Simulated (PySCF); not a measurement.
Chain-length series, n-germane silyl/silyl (end groups after the name). Isolated molecules, 0 K electronic values unless said otherwise. One relaxed conformer stands for each flexible species; it need not be the lowest. Strings in code marks are SMILES.

The HOMO from two functionals at the same geometries (r2SCAN-D4/def2-SVP), both in PySCF: PBE-D3(BJ)/def2-TZVP and r2SCAN-D4/def2-TZVP. 

```
species                                                           r2SCAN-D4/def2-TZVP (eV)
----------------------------------------------------------------  ------------------------
n = 1 (`[SiH3][GeH2][SiH3]`)                                                         -7.14
n = 2 (`[SiH3][GeH2][GeH2][SiH3]` (Si–Ge–Ge–Si torsion 178°))                        -6.84
n = 4 (`[SiH3][GeH2][GeH2][GeH2][GeH2][SiH3]`)                                       -6.49
n = 5 (`[GeH2]([GeH2][GeH2][GeH2][GeH2][SiH3])[SiH3]`)                               -6.39
n = 6 (`[SiH3][GeH2][GeH2][GeH2][GeH2][GeH2][GeH2][SiH3]`)                           -6.31
n = 7 (`[SiH3][GeH2][GeH2][GeH2][GeH2][GeH2][GeH2][GeH2][SiH3]`)                     -6.25
```

Q: What does PBE-D3(BJ)/def2-TZVP give for each?

A: 
- n = 1 (`[SiH3][GeH2][SiH3]`): -6.89
- n = 2 (`[SiH3][GeH2][GeH2][SiH3]` (Si–Ge–Ge–Si torsion 178°)): -6.60
- n = 4 (`[SiH3][GeH2][GeH2][GeH2][GeH2][SiH3]`): -6.27
- n = 5 (`[GeH2]([GeH2][GeH2][GeH2][GeH2][SiH3])[SiH3]`): -6.16
- n = 6 (`[SiH3][GeH2][GeH2][GeH2][GeH2][GeH2][GeH2][SiH3]`): -6.08
- n = 7 (`[SiH3][GeH2][GeH2][GeH2][GeH2][GeH2][GeH2][GeH2][SiH3]`): -6.02
Over these rows, drawn at random from the members with no instability flagged (it was tested for open shells, ions and some series alone), PBE minus r2SCAN-D4: mean +0.23 eV, from +0.22 eV to +0.25 eV.
